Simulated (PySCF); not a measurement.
# In (indium, neutral) across methods

[Kr] 4d10 5s2 5p1, 2P determinant. Calculation: PySCF 2.14, in aug-cc-pV5Z-PP with ECP28MDF; a scalar-relativistic core potential.

```csv
method,E (hartree),mean ε 5s α (eV),mean ε 5s β (eV),mean ε 5p α (eV),Σ⟨r²⟩ (bohr²),⟨S²⟩
BP86,-190.2339,-8.591,-8.140,-2.930,55.96,0.752
PBE0,-190.1151,-9.401,-8.685,-3.598,55.98,0.753
PBE,-190.1190,-8.434,-7.947,-2.830,56.35,0.752
r2SCANh,-190.1697,-9.053,-8.402,-3.341,55.48,0.756
LDA,-189.7975,-8.717,-8.286,-2.858,55.93,0.751
r2SCAN,-190.1832,-8.678,-8.101,-3.059,55.49,0.756
UHF,-189.21071,-11.549,-10.036,-5.488,57.18,0.764
revPBE,-190.1723,-8.350,-7.836,-2.815,56.41,0.752
```

Energies and moments cover only the electrons outside the core potential.
